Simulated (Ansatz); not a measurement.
CH7Si2, doublet, geometry from GFN2-xTB. Base run: HF/6-31G run with Ansatz (an electronic-structure program).

Geometry (Å):
```xyz
10

Si     1.6576     0.1831     0.2544
C      0.0638    -0.1760    -0.6335
Si    -1.6833    -0.1125    -0.0001
H      2.5494    -0.9818     0.1659
H      2.3376     1.3202    -0.3828
H      1.3903     0.4949     1.6580
H      0.1686    -0.4649    -1.6732
H     -2.2910    -1.4488    -0.0798
H     -2.4820     0.7959    -0.8349
H     -1.6971     0.3511     1.3869
```
Charge 0, spin multiplicity 2.
Orbitals are unrestricted.
All else is at Ansatz's defaults.

The base run was repeated with changes; each row names its change, and settings that it needs were set with it.

```
change               basis functions      E (Eh)
-------------------  ---------------  ----------
base                              49  -619.61193
basis = 3-21G                     49  -616.45176
basis = def2-SV(P)                64  -619.53755
basis = pcseg-1                   85  -619.70752
basis = pc-1                      85  -619.73406
basis = cc-pV(D+d)Z               95  -619.77682
basis = 6-311G**                 114  -619.78812
basis = aug-pcseg-1              140  -619.71288
basis = def2-TZVPD               186  -619.80426
basis = pc-2                     196  -619.80118
basis = pcseg-2                  196  -619.79831
basis = cc-pVTZ                  196  -619.80755
basis = aug-cc-pVTZ              307  -619.80862
```

Totals compare only among sets that treat the same electrons; sets with core potentials leave the core out.
